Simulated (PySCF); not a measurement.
An equivalent PySCF input for C³⁺ (carbon, charge +3), [He] 2s1, 2S determinant, with no relativity, point nucleus:

```python
from pyscf import gto, scf, dft, mp, cc
import basis_set_exchange as bse
mol = gto.M(atom="C 0 0 0", charge=3, spin=1, symmetry="D2h",
            basis=gto.basis.parse(bse.get_basis("cc-pVTZ", elements=["C"], fmt="nwchem", header=False)))
mf = dft.UKS(mol, xc="M06L")
mf.irrep_nelec = {'Ag': (2, 1)}
mf.kernel()
```

It reaches the same state as the run whose output follows, with an energy that differs only through the grid. The run itself started from symmetry-adapted Hartree-Fock orbitals and held the occupation by maximum overlap, on a logarithmic radial grid, so the iterations belong to that start.

```
SCF conv_tol = 1e-09
number electrons alpha = 2  beta = 1
XC functionals = M06L
    Y. Zhao and D. G. Truhlar.,  J. Chem. Phys. 125, 194101 (2006)
    Y. Zhao and D. G. Truhlar.,  J. Chem. Phys. 125, 194101 (2006)
    Y. Zhao and D. G. Truhlar.,  Theor. Chem. Acc. 120, 215 (2008)
cycle= 1 E= -34.7916086238706  delta_E= -0.000279  |g|= 0.00215  |ddm|= 0.14
cycle= 2 E= -34.7916092365358  delta_E= -6.13e-07  |g|= 0.000112  |ddm|= 0.00569
cycle= 3 E= -34.7916092381176  delta_E= -1.58e-09  |g|= 5.98e-06  |ddm|= 0.000336
cycle= 4 E= -34.7916092381228  delta_E= -5.17e-12  |g|= 1.43e-07  |ddm|= 1.38e-05
converged SCF energy = -34.7916092381228  <S^2> = 0.7500049  2S+1 = 2.0000049
```
